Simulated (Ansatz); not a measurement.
CH₃F₂NOSn. Charge 0, multiplicity 1. Sn: def2 effective core potential. The bonds changed during the relaxation, so this is another structure than the one it started from.

Z-matrix (Å, degrees):
```
N
Sn 1 2.036
H 1 1.009 2 121.7
H 1 1.009 2 123.3 3 155.1
H 2 1.778 1 90.8 3 -168.6
C 1 2.892 2 86.6 3 -109.1
F 6 1.303 1 87.6 2 -120.9
F 6 1.303 1 90.7 2 130.6
O 6 1.175 1 94.0 2 4.8
```

Question: List the harmonic frequencies (cm⁻¹, unscaled) at PBE0-D4/def2-TZVP in Ansatz. (Estimate.)

Answer: Ansatz gave: 27, 53, 84, 97, 130, 231, 425, 535, 581, 589, 594, 627, 753, 770, 1002, 1304, 1552, 1709, 1961, 3575, 3686.

Question: Is this a minimum?

Answer: Yes, all 21 modes are real.

Question: Give the ideal-gas thermochemistry at 298.15 K and 1 bar (rigid rotor, harmonic oscillator; point group C1, symmetry number 1).

Answer: Zero-point energy 121.3 kJ/mol; H(298) − E = 146.4 kJ/mol; entropy 408.8 J/(mol·K), of which translation 175.0, rotation 121.7, vibration 112.0; G(298) − E = 24.5 kJ/mol. Modes under 100 cm⁻¹ are hindered rotations or soft bends, so the harmonic entropy is rough.

Question: And at 400, 500, 600, 800 and 1000 K?

Answer: 
```tsv
T (K)	H − E (kJ/mol)	S (J/mol/K)	G − E (kJ/mol)
400	159.3	445.9	-19.0
500	173.4	477.2	-65.2
600	188.4	504.6	-114.3
800	220.8	551.1	-220.1
1000	255.2	589.4	-334.2
```
